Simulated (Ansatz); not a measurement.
Molecule: sum formula SiN3H6, net charge -1, singlet state. It need not be the lowest isomer of its formula. Whether it binds its extra electron was not tested at this geometry. 
Geometry from a B3LYP-D3(BJ)/def2-TZVP (Ansatz, a quantum-chemistry and plane-wave program) optimisation:
SMILES: [Si-](N)(N)N
```xyz
10

Si    -0.2208     0.1067     0.5794
N     -0.3404     1.4700    -0.6443
N     -0.7897    -1.3988    -0.2910
N      1.5529    -0.2579     0.3509
H     -1.2654     1.8877    -0.6800
H     -0.0782     1.2122    -1.5992
H     -0.5569    -1.4179    -1.2869
H     -1.7925    -1.5265    -0.2164
H      2.0884     0.5824     0.1577
H      1.7365    -0.9245    -0.3966
```
Charge -1, spin multiplicity 1.

Basis-set convergence of Hartree-Fock and CCSD correlation energies (hartree) with Ansatz. Valence correlation only, unless marked. No spin-orbit coupling. Non-relativistic. This anion needs diffuse functions, which these sets lack.

| basis | functions | E(HF) | E(corr, CCSD) |
|---|---|---|---|
| cc-pV(D+d)Z | 95 | -455.79828 | -0.66801 |
| cc-pV(T+d)Z | 213 | -455.88238 | -0.82088 |
| cc-pV(Q+d)Z | 409 | -455.90492 | -0.86915 |
| cc-pV(5+d)Z | 703 | (withheld) | (withheld) |

What belongs in the gaps?


- cc-pV(5+d)Z, E(HF): -455.91085
- cc-pV(5+d)Z, E(corr, CCSD): -0.88544
